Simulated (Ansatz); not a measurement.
Reactions of `F[BH][AlH][F]`.

Calculated with Ansatz (gas phase, PBE0-D4/def2-TZVP geometries, no zero-point term in ΔE). CBS: MP2 limit from def2 TZ/QZ plus the TZ coupled-cluster correction, frozen cores. This one scheme is used for every species. DFT in def2-TZVPP. For Ge, Se outer-core shells are correlated without core-valence functions, which leaves a few kJ/mol of doubt a bond. Scalar relativity is left out up to krypton. One conformer a species, not always the lowest.

```csv
reaction,PBE0-D4 (kJ/mol),MP2/CBS(def2) (kJ/mol),PBE-D4 (kJ/mol),ωB97X-V (kJ/mol)
`F[BH][AlH][F]` + H₂O → `O[BH][AlH][F]` + H–F,-7,-7,-7,-2
`F[BH][AlH][F]` + CH₄ → `C[BH][AlH][F]` + H–F,130,129,132,138
`F[BH][AlH][F]` + `[NH2][GeH2][OH]` → `[NH2][GeH2][O]BF` + `[F][AlH2]`,-205,-216,-199,-210
`F[BH][AlH][F]` + H₂Se → `[F][AlH][SeH]` + `BF`,-162,-181,-155,-161
`F[BH][AlH][F]` + H–F → `FBF` + `[F][AlH2]`,-199,-208,-195,-207
`F[BH][AlH][F]` + `CC[SeH]` → `CC[Se]BF` + `[F][AlH2]`,-121,-135,-120,-118
```

Question: Give the CCSD(T)/CBS values in the same order. (Best estimate.)

Answer: Computed: -5, 131, -209, -169, -202, -124 kJ/mol.

Largest T1 diagnostic: 0.014, for `O[BH][AlH][F]`.
